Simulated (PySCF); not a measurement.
**Input and output**

[Y(BH4)2]+ (singlet). PySCF 2.14.0, RKS PBE0, Y def2-SVP with ECP28, B def2-SVP, H def2-SVP; non-relativistic Hamiltonian with scalar-relativistic core potentials where named; density fitting; no spin-orbit coupling. The geometry is an unrelaxed template.

```python
mol = gto.M(atom='''
Y      0.00000     0.00000     0.00000
B      2.20710     0.00000     0.98770
H      3.30240     0.00000     1.47790
H      1.48690    -0.83350     1.57860
H      2.29250    -0.30510    -0.22150
H      1.70280     1.13860     1.09630
B     -2.20710     0.00000     0.98770
H     -3.30240     0.00000     1.47790
H     -1.48690     0.83350     1.57860
H     -2.29250     0.30510    -0.22150
H     -1.70280    -1.13860     1.09630''',
    basis={'Y': 'def2-SVP', 'B': 'def2-SVP', 'H': 'def2-SVP'},
    ecp={'Y': 'def2-SVP'},
    charge=1, spin=0)
mf = dft.RKS(mol, xc='PBE0')
mf.grids.atom_grid = (50, 194)
mf = mf.density_fit()  # fitting sets: Y def2-universal-JKFIT, B def2-universal-JKFIT, H def2-universal-JKFIT
mf.conv_tol = 1e-08; mf.max_cycle = 55
mf.kernel(dm0)  # dm0: free metal ions and neutral atoms
```

Run from Python with OMP_NUM_THREADS=2; the lines above give its settings. Where DIIS fails, smearing, a level shift and second-order steps follow.
It took 2.2 s on 2 threads of Arm Neoverse V1, with other jobs on the host, peak memory 0.62 GiB.

Q: Where do the frontier levels lie, over both spins?

A: HOMO -13.68 eV, LUMO -8.15 eV. 

Q: What are the Mulliken charges and spins?

A: 
```tsv
atom	charge (e)	spin (e)
Y1	1.229	0.000
B2	-0.295	0.000
H3	0.107	0.000
H4	0.037	0.000
H5	0.021	0.000
H6	0.016	0.000
B7	-0.295	0.000
H8	0.107	0.000
H9	0.037	0.000
H10	0.021	0.000
H11	0.016	0.000
```
